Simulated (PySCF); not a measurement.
Potential energy of LaH along the bond

Set-up: PySCF, spin-free X2C with a Gaussian nucleus, basis sets La x2c-TZVPall, H x2c-TZVPall. Energies in eV from La (5d1 6s2) + H in their ground configurations at the same level. State: triplet, about 0.0 electrons in the 4f shell (Mulliken).

| R (Å) | PBE | PBE0 |
| --- | --- | --- |
| 1.784 | -2.362 | -2.354 |
| 1.867 | -2.575 | -2.569 |
| 1.950 | -2.700 | -2.695 |
| 2.012 | -2.747 | -2.742 |
| 2.074 | -2.762 | -2.756 |
| 2.136 | -2.750 | -2.742 |
| 2.219 | -2.701 | -2.691 |
| 2.323 | -2.599 | -2.584 |
| 2.447 | -2.436 | -2.413 |
| 2.613 | -2.180 | -2.143 |

Question: Put a parabola through the three lowest points of the PBE curve and estimate Re, k and ωe (reduced mass 1.001 u; 1 eV/Å² = 0.16022 mdyn/Å; ωe = 1302.8·√(k/μ) cm⁻¹).

Answer: Through R = 2.012, 2.074, 2.136 Å the second-order coefficient is 3.51 eV/Å², so Re ≈ 2.077 Å, k ≈ 1.13 mdyn/Å and ωe ≈ 1381 cm⁻¹. A polynomial fit of higher order to the unrounded PBE energies gives Re = 2.075 Å, k = 1.10 mdyn/Å, ωe = 1364 cm⁻¹; anharmonicity and rounding make the difference.

The higher-order fit for each curve: PBE: Re = 2.075 Å, ωe = 1364 cm⁻¹, De = 2.76 eV; PBE0: Re = 2.073 Å, ωe = 1386 cm⁻¹, De = 2.76 eV.

Spin–orbit coupling is left out, which matters for elements this heavy, above all for dissociation energies. With d or f electrons several states lie close, and the lowest PBE0 determinant need not be the measured ground state.
